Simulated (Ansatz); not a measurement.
SnNH9O, closed shell: at the start structure of a reaction step.

Input (in.yaml):

```yaml
crystal:
  periodic: [false, false, false]
  atoms:
    - {symbol: Sn, position_ang: [-1.093307, -0.171060, -1.499285]}
    - {symbol: H, position_ang: [-0.933641, -1.267157, -0.192131]}
    - {symbol: H, position_ang: [0.414955, 0.277982, -2.144089]}
    - {symbol: H, position_ang: [-2.113248, 1.134686, -1.125262]}
    - {symbol: H, position_ang: [-1.891785, -1.091469, -2.722397]}
    - {symbol: H, position_ang: [0.944919, 0.710768, 1.152387]}
    - {symbol: N, position_ang: [0.345777, 1.371571, 0.664349]}
    - {symbol: H, position_ang: [0.515073, -1.525075, 1.054388]}
    - {symbol: O, position_ang: [1.228272, -1.341544, 1.677419]}
    - {symbol: H, position_ang: [0.934687, 2.097635, 0.275175]}
    - {symbol: H, position_ang: [-0.250423, 1.809022, 1.356518]}
    - {symbol: H, position_ang: [1.898722, -2.005357, 1.502926]}
basis:
  gaussian: {orbitals: "def2-QZVPP.json"}
correlation: {method: mp2}
```

The basis file named in the input lies beside it (Basis Set Exchange, JSON).

Launched with

```bash
ansatz run in.yaml --threads 4 --pin off --events-out ev --progress --plain --max-ram 9574MiB
```

The run's output (Ansatz 0.2.0):

```
Functional definition: HF
  name "HF"
  cite "Fock, Z. Phys. 61, 126 (1930) doi:10.1007/BF01340294"
  parent pbe
  exchange = exact_x
  correlation = 0
2790 factors; integrals over basis functions are off by at most 7.5e-4 eV
mean field evaluation 1: about -9463.5907 eV, gradient 4.6e1 eV
mean field evaluation 2: about -9463.6506 eV, gradient 4.6e1 eV
mean field evaluation 4: about -9467.9037 eV, gradient 3.1e0 eV
mean field evaluation 8: about -9467.9478 eV, gradient 2.5e-1 eV
mean field -9467.94799569 eV, -347.9406712359 hartree, gradient 1.5e-6 eV, S^2 0.000000; 0 other end points of the search recorded, 0 dependent functions left out
6 core orbitals not correlated: weight in the atoms' cores, before any rotation towards them, 1.000 or more for the frozen orbitals, at most 0.000 for the correlated occupied ones
reference -9467.94799569 eV, -347.9406712359 hartree; 17, 17 occupied and 443, 443 virtual orbitals, 2790 factors
second order -30.08040532 eV of doubles, -0.00000000 eV of singles
Total energy: -9498.02840101 eV, -349.0461057424 hartree
```

The lines “mean field evaluation” count trial sets of orbitals through the whole run, from several starts and some on an approximate energy, so they need not fall steadily or lie above the final value.

Time: 13 s of wall clock on 4 CPU threads of an Arm Neoverse V2; the host was shared. Peak host memory: 2.4 GiB.
